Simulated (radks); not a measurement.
Problem. Neutral tantalum: order these configurations by energy. Method: Dirac Kohn-Sham, PBE, spin-unpolarised, spherical densities, finite nucleus; Fermi nuclear charge, rms radius of each element as measured or else 0.836 A^(1/3) + 0.57 fm; computed with a radial shooting solver on a logarithmic mesh with Libxc functionals. Sub-shells are occupied by j as written (lower j first in brackets). [Xe] 4f14 5d(3/2: 2, 5/2: 0) 6s2 6p(1/2: 1, 3/2: 0); [Xe] 4f14 5d(3/2: 3, 5/2: 0) 6s1 6p(1/2: 1, 3/2: 0); [Xe] 4f14 5d(3/2: 3, 5/2: 0) 6s2; [Xe] 4f14 5d(3/2: 4, 5/2: 0) 6s1.

Solution. From the lowest, in eV above it: [Xe] 4f14 5d(3/2: 3, 5/2: 0) 6s2 0.000; [Xe] 4f14 5d(3/2: 4, 5/2: 0) 6s1 1.882; [Xe] 4f14 5d(3/2: 2, 5/2: 0) 6s2 6p(1/2: 1, 3/2: 0) 2.804; [Xe] 4f14 5d(3/2: 3, 5/2: 0) 6s1 6p(1/2: 1, 3/2: 0) 3.769.
